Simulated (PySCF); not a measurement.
[Cr(SH)4]2- holds Cr(II), d4, at total charge -2. The structure is a PBE0-D3(BJ)/def2-TZVP, IEF-PCM water geometry optimised for multiplicity 5; coordination square planar, point group C4h, metal–donor distances 2.41 Å.

Method (PySCF 2.14, density fitting): CASSCF(4,5) with orbitals averaged over all microstates of the shell, strongly contracted NEVPT2 on the averaged canonical orbitals; basis x2c-TZVPall on the metal, x2c-SVPall elsewhere; spin-free X2C; IEF-PCM water; spin-orbit coupling by state interaction with the mean-field operator over all roots.

CASSCF energies above the lowest CASSCF root:

```json
{"state": "5Bg", "CASSCF / cm⁻¹": "0"}
{"state": "5Bg", "CASSCF / cm⁻¹": "13890"}
{"state": "5Eg", "CASSCF / cm⁻¹": "14150"}
{"state": "5Ag", "CASSCF / cm⁻¹": "15876"}
{"state": "3Eg", "CASSCF / cm⁻¹": "18857"}
{"state": "3Bg", "CASSCF / cm⁻¹": "19357"}
{"state": "3Ag", "CASSCF / cm⁻¹": "19419"}
{"state": "3Eg", "CASSCF / cm⁻¹": "21540"}
{"state": "3Ag", "CASSCF / cm⁻¹": "22609"}
{"state": "3Ag", "CASSCF / cm⁻¹": "23601"}
{"state": "3Bg", "CASSCF / cm⁻¹": "23739"}
{"state": "3Eg", "CASSCF / cm⁻¹": "24887"}
{"state": "1Ag", "CASSCF / cm⁻¹": "25982"}
{"state": "1Eg", "CASSCF / cm⁻¹": "26637"}
{"state": "1Bg", "CASSCF / cm⁻¹": "27497"}
{"state": "3Bg", "CASSCF / cm⁻¹": "28629"}
{"state": "1Ag", "CASSCF / cm⁻¹": "29298"}
{"state": "3Ag", "CASSCF / cm⁻¹": "29308"}
{"state": "1Bg", "CASSCF / cm⁻¹": "30172"}
{"state": "3Eg", "CASSCF / cm⁻¹": "30510"}
{"state": "1Eg", "CASSCF / cm⁻¹": "31662"}
{"state": "1Ag", "CASSCF / cm⁻¹": "33158"}
```

**Question.** How does dynamic correlation (SC-NEVPT2) move these states?

**Answer.** 
| state | NEVPT2 / cm⁻¹ | shift / cm⁻¹ |
| --- | --- | --- |
| 5Bg | 0 | 0 |
| 5Bg | 17494 | +3604 |
| 5Eg | 16552 | +2402 |
| 5Ag | 19447 | +3572 |
| 3Eg | 16632 | -2225 |
| 3Bg | 17990 | -1367 |
| 3Ag | 18193 | -1226 |
| 3Eg | 19395 | -2145 |
| 3Ag | 20736 | -1873 |
| 3Ag | 21222 | -2379 |
| 3Bg | 21118 | -2620 |
| 3Eg | 22677 | -2210 |
| 1Ag | 22150 | -3832 |
| 1Eg | 23919 | -2718 |
| 1Bg | 25869 | -1628 |
| 3Bg | 27279 | -1350 |
| 1Ag | 25498 | -3800 |
| 3Ag | 29050 | -258 |
| 1Bg | 27227 | -2945 |
| 3Eg | 31178 | +668 |
| 1Eg | 29562 | -2100 |
| 1Ag | 30406 | -2753 |

NEVPT2 lifts 5Bg from 13890 to 17494 cm⁻¹; on the d shell alone such lifts tend to overshoot. Gaps between spin states lean to high spin in this active space.
